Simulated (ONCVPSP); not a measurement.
# Reading a pseudo-wave (Rh (Z = 45))

Columns: radius, all-electron u(r) and pseudo u(r) of the 4s shell (level -118.54 eV) of rhodium in the configuration [Ar] 3d10 4s2 4p6 4d6; PBE, scalar-relativistic, ONCV scheme, ONCVPSP 4.0.1.

```json
{"r (bohr)": "0.085", "all-electron": "0.4076", "pseudo": "0.0573"}
{"r (bohr)": "0.170", "all-electron": "-0.0430", "pseudo": "0.1314"}
{"r (bohr)": "0.255", "all-electron": "-0.5915", "pseudo": "0.2339"}
{"r (bohr)": "0.340", "all-electron": "-0.5875", "pseudo": "0.3680"}
{"r (bohr)": "0.425", "all-electron": "-0.2203", "pseudo": "0.5273"}
{"r (bohr)": "0.510", "all-electron": "0.2445", "pseudo": "0.6970"}
{"r (bohr)": "0.595", "all-electron": "0.6521", "pseudo": "0.8583"}
{"r (bohr)": "0.680", "all-electron": "0.9437", "pseudo": "0.9926"}
{"r (bohr)": "0.765", "all-electron": "1.1141", "pseudo": "1.0856"}
{"r (bohr)": "0.850", "all-electron": "1.1823", "pseudo": "1.1302"}
{"r (bohr)": "0.935", "all-electron": "1.1733", "pseudo": "1.1264"}
{"r (bohr)": "1.020", "all-electron": "1.1129", "pseudo": "1.0809"}
{"r (bohr)": "1.105", "all-electron": "1.0219", "pseudo": "1.0041"}
{"r (bohr)": "1.190", "all-electron": "0.9160", "pseudo": "0.9079"}
{"r (bohr)": "1.275", "all-electron": "0.8061", "pseudo": "0.8032"}
{"r (bohr)": "1.360", "all-electron": "0.6991", "pseudo": "0.6984"}
{"r (bohr)": "1.445", "all-electron": "0.5994", "pseudo": "0.5993"}
{"r (bohr)": "1.530", "all-electron": "0.5091", "pseudo": "0.5090"}
{"r (bohr)": "1.615", "all-electron": "0.4292", "pseudo": "0.4291"}
{"r (bohr)": "1.700", "all-electron": "0.3593", "pseudo": "0.3593"}
{"r (bohr)": "1.785", "all-electron": "0.2992", "pseudo": "0.2992"}
{"r (bohr)": "1.870", "all-electron": "0.2480", "pseudo": "0.2480"}
{"r (bohr)": "1.955", "all-electron": "0.2048", "pseudo": "0.2047"}
{"r (bohr)": "2.040", "all-electron": "0.1684", "pseudo": "0.1684"}
{"r (bohr)": "2.125", "all-electron": "0.1381", "pseudo": "0.1381"}
{"r (bohr)": "2.210", "all-electron": "0.1130", "pseudo": "0.1129"}
```

**Question.** How many radial nodes do the two functions have?

**Answer.** The all-electron 4s function has n − l − 1 = 3 (the table is too coarse to show those close to the nucleus); the pseudo-wave has 0, since the states of the same l below it are removed with the core.

**Question.** At about which radius was the pseudo-wave matched?

**Answer.** 1.60 bohr. The columns agree to 0.0005 from 1.45 bohr on; several derivatives are matched, so the curves merge somewhat inside the radius.

**Question.** Is the pseudo-wave norm-conserving?

**Answer.** Yes: the ONCV scheme keeps the norm inside the radius equal to the all-electron one, which fixes the energy derivative of the logarithmic derivative at the level.
